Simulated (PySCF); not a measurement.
## Two-component Hartree-Fock for Tc (technetium, neutral)

Start: [Kr] 4d4 5s2 5p1; 4d5/2 filled at m_j = -1/2, +1/2, +3/2, +5/2; 5p3/2 filled at m_j = +3/2. Calculated with PySCF 2.14 in x2c-TZVPall-2c (8s9p7d1f, 77 functions): generalised Hartree-Fock with the X2C-1e Hamiltonian and a Gaussian nucleus; one run each with spin-orbit coupling (SO) switched off, then screened by Boettger's factors. This is a chosen level, not necessarily the ground level.

```
spinor shell  electrons  ε, spin-free (eV)  ε, screened SO (eV)  weight of nominal j (screened SO)  rms radius, screened SO (bohr)
       1s1/2          2           -21165.5             -21164.4                              1.000                          0.0394
       2s1/2          2            -3102.4              -3102.2                              1.000                           0.162
       2p1/2          2            -2770.6              -2852.2                              1.000                           0.141
       3s1/2          2            -578.65              -578.64                              1.000                           0.442
       3p1/2          2            -466.72              -480.97                              1.000                           0.439
       3p3/2          4            -466.72              -460.14                              1.000                           0.450
       3d3/2          4            -285.71              -288.14                              0.971                           0.433
       3d5/2          6            -285.71              -284.14                              0.981                           0.436
       4s1/2          2            -95.140              -95.188                              1.000                            1.12
       4p1/2          2            -61.061              -65.435                              0.695                            1.25
       4p3/2          4            -61.061              -59.032                              0.848                            1.25
       4d5/2          4            -18.349              -18.361                              0.665                            1.72
       5s1/2          2             -8.810               -8.838                              0.998                            3.47
       5p3/2          1             -5.394               -5.317                              1.000                            4.45
```

Where does 2p3/2 lie, and what is the 2p spin-orbit splitting (screened SO)?

At -2732.5 eV, 119.75 eV above 2p1/2.

| quantity | spin-free | screened SO |
| --- | --- | --- |
| E (hartree) | -4282.52156 | -4283.06898 |
| M_J | 11/2 | 11/2 |
| ⟨J²⟩ | 35.786 | 35.795 |
| ⟨L²⟩ | 12.021 | 12.104 |
| ⟨S²⟩ | 8.765 | 8.732 |

Each row is a mean over spinors that exchange with the open shell spreads, by up to 9.610 eV (4p3/2).

Rows whose weight is well below 1 are mixtures of j = l ± 1/2: exchange outweighs spin-orbit coupling there, and the label is only the starting occupation.

Breit and QED terms are absent; they matter most for the inner s and p1/2 levels.

Densities and radii are taken from the X2C orbitals without a picture-change correction, which distorts them close to the nucleus.

Without spin-orbit coupling the j labels of p, d and f shells carry no meaning; the spin-free column gives the mean over the occupied spinors of each nl shell.
